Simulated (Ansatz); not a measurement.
One change: `[F][Zr]([F])([F])[SH]` becomes `[F][Zr]([F])([F])[SeH]`.

Ansatz, PBE0-D4/def2-TZVP geometries, multiplicity 1. Each molecule was computed in one conformer, which needn't be the lowest.

Elements past krypton have def2 core potentials. Scalar relativity is left out up to krypton.

```tsv
property	`[F][Zr]([F])([F])[SH]`
LUMO energy (B3LYP/def2-TZVPP) / eV	-2.13
size of the dipole moment (ωB97M-V/def2-TZVPP) / D	0.52
size of the dipole moment (PBE/def2-TZVPP) / D	0.55
LUMO energy (PBE/def2-TZVPP) / eV	-2.73
zero-point energy (PBE0-D4/def2-TZVP) / kJ/mol	38.5
HOMO–LUMO gap (PBE0/def2-TZVPP) / eV	6.31
```

Task: Give the same properties after the change, and the shifts. (An estimate is asked.)

Result: The calculation gave: 
```tsv
property	`[F][Zr]([F])([F])[SeH]`	shift
LUMO energy (B3LYP/def2-TZVPP) / eV	-2.19	-0.06
size of the dipole moment (ωB97M-V/def2-TZVPP) / D	0.33	-0.19
size of the dipole moment (PBE/def2-TZVPP) / D	0.35	-0.20
LUMO energy (PBE/def2-TZVPP) / eV	-2.79	-0.06
zero-point energy (PBE0-D4/def2-TZVP) / kJ/mol	35.6	-2.9
HOMO–LUMO gap (PBE0/def2-TZVPP) / eV	5.76	-0.55
```

With PBE0 the HOMO rises by 0.48 eV and the LUMO falls by 0.07 eV, so the gap narrows by about 0.55 eV. PBE moves the HOMO by 0.39 eV and ωB97M-V by 0.53 eV. Dipoles are sizes alone; their direction can turn.

B3LYP here is the variant with VWN-RPA as its local correlation; programs differ in this.

Spin–orbit coupling is left out; it splits and shifts lone-pair levels of the heavy atoms by tenths of an eV.
